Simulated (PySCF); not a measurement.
Si(H)(Vi)3, C₆H₁₀Si, SMILES C=C[SiH](C=C)C=C, GFN2-xTB optimised geometry.

```
17

Si    -0.71    -1.30     0.00
C      1.18    -1.30     0.00
C      1.94    -1.79    -0.97
C     -1.32    -2.21     1.54
C     -1.42    -1.67     2.75
C     -1.29     0.50     0.00
C     -2.38     0.95     0.61
H     -1.22    -1.99    -1.20
H      1.67    -0.86     0.86
H      1.51    -2.24    -1.85
H      3.02    -1.77    -0.93
H     -1.59    -3.25     1.43
H     -1.17    -0.64     2.93
H     -1.76    -2.23     3.61
H     -0.69     1.21    -0.56
H     -2.68     1.99     0.58
H     -3.02     0.30     1.18
```

Density from B3LYP/def2-SVP (PySCF) at that geometry.

Minimum of the electron density along straight lines between bonded atoms, close to the bond critical point (lines longer than 1.1 times the sum of covalent radii, or with two minima, are not listed):

```json
[
 {"bond": "Si1–C2", "length / Å": "1.890", "ρ at the minimum / e bohr⁻³": "0.112", "∇²ρ there / e bohr⁻⁵": "0.34", "position (fraction from the first atom)": "0.38"},
 {"bond": "C2–C3", "length / Å": "1.323", "ρ at the minimum / e bohr⁻³": "0.345", "∇²ρ there / e bohr⁻⁵": "-0.94", "position (fraction from the first atom)": "0.49"},
 {"bond": "Si1–C4", "length / Å": "1.890", "ρ at the minimum / e bohr⁻³": "0.112", "∇²ρ there / e bohr⁻⁵": "0.34", "position (fraction from the first atom)": "0.38"},
 {"bond": "C4–C5", "length / Å": "1.324", "ρ at the minimum / e bohr⁻³": "0.345", "∇²ρ there / e bohr⁻⁵": "-0.93", "position (fraction from the first atom)": "0.49"},
 {"bond": "Si1–C6", "length / Å": "1.891", "ρ at the minimum / e bohr⁻³": "0.112", "∇²ρ there / e bohr⁻⁵": "0.34", "position (fraction from the first atom)": "0.38"},
 {"bond": "C6–C7", "length / Å": "1.324", "ρ at the minimum / e bohr⁻³": "0.345", "∇²ρ there / e bohr⁻⁵": "-0.94", "position (fraction from the first atom)": "0.49"},
 {"bond": "Si1–H8", "length / Å": "1.474", "ρ at the minimum / e bohr⁻³": "0.115", "∇²ρ there / e bohr⁻⁵": "0.33", "position (fraction from the first atom)": "0.49"},
 {"bond": "C2–H9", "length / Å": "1.085", "ρ at the minimum / e bohr⁻³": "0.277", "∇²ρ there / e bohr⁻⁵": "-1.02", "position (fraction from the first atom)": "0.63"},
 {"bond": "C3–H10", "length / Å": "1.078", "ρ at the minimum / e bohr⁻³": "0.285", "∇²ρ there / e bohr⁻⁵": "-1.10", "position (fraction from the first atom)": "0.63"},
 {"bond": "C3–H11", "length / Å": "1.080", "ρ at the minimum / e bohr⁻³": "0.283", "∇²ρ there / e bohr⁻⁵": "-1.08", "position (fraction from the first atom)": "0.63"},
 {"bond": "C4–H12", "length / Å": "1.084", "ρ at the minimum / e bohr⁻³": "0.278", "∇²ρ there / e bohr⁻⁵": "-1.03", "position (fraction from the first atom)": "0.63"},
 {"bond": "C5–H13", "length / Å": "1.078", "ρ at the minimum / e bohr⁻³": "0.285", "∇²ρ there / e bohr⁻⁵": "-1.10", "position (fraction from the first atom)": "0.64"},
 {"bond": "C5–H14", "length / Å": "1.080", "ρ at the minimum / e bohr⁻³": "0.283", "∇²ρ there / e bohr⁻⁵": "-1.08", "position (fraction from the first atom)": "0.63"},
 {"bond": "C6–H15", "length / Å": "1.084", "ρ at the minimum / e bohr⁻³": "0.278", "∇²ρ there / e bohr⁻⁵": "-1.02", "position (fraction from the first atom)": "0.63"},
 {"bond": "C7–H16", "length / Å": "1.080", "ρ at the minimum / e bohr⁻³": "0.283", "∇²ρ there / e bohr⁻⁵": "-1.08", "position (fraction from the first atom)": "0.63"},
 {"bond": "C7–H17", "length / Å": "1.078", "ρ at the minimum / e bohr⁻³": "0.285", "∇²ρ there / e bohr⁻⁵": "-1.11", "position (fraction from the first atom)": "0.64"}
]
```
